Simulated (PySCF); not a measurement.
CH4N2O2Si, SMILES C(O[Si@H](O)N)#N. Heavy atoms are numbered as in [N:1]#[C:2][O:3][Si@@H:4]([NH2:5])[OH:6]. Hydrogens are named by the atom that carries them.

The structure is a stationary point at TPSSh-D3(BJ)/def2-SVP. The structure was generated by enumeration; whether it is a known compound was not checked. One conformer was computed; it need not be the lowest.

Calculation: PBE0/def2-TZVP (PySCF).

ESP charges are fitted to the potential on shells at 1.4 to 2.0 van der Waals radii. Atomic charges (e), one atom of each kind:

```csv
atom,ESP fit,Mulliken,meta-Löwdin
N1,-0.55,-0.15,-0.33
C2,0.50,(withheld),0.28
O3,-0.34,(withheld),-0.51
Si4 (SiH),0.83,0.64,1.27
N5 (NH2),-0.98,-0.60,-0.73
O6 (OH),-0.59,(withheld),-0.74
H on Si4,-0.09,(withheld),-0.12
H on N5,0.42,0.26,0.26
H on O6,0.40,0.34,0.37
```

**Question.** Fill in the missing entries. (An estimate is asked for; the answer gives what the named calculation found.)

**Answer.** 
- C2, Mulliken: 0.06
- O3, Mulliken: -0.28
- O6 (OH), Mulliken: -0.51
- H on Si4, Mulliken: -0.02

**Question.** Give the Mayer and Wiberg (Löwdin basis) orders of the bonds. (The exact figures need the calculation; the answer reports its results.)

**Answer.** 
| bond | Mayer | Wiberg |
|---|---|---|
| N1–C2 | 2.95 | 3.32 |
| C2–O3 | 1.24 | 1.93 |
| O3–Si4 | 0.87 | 1.17 |
| Si4–N5 | 1.28 | 1.62 |
| Si4–O6 | 1.26 | 1.70 |
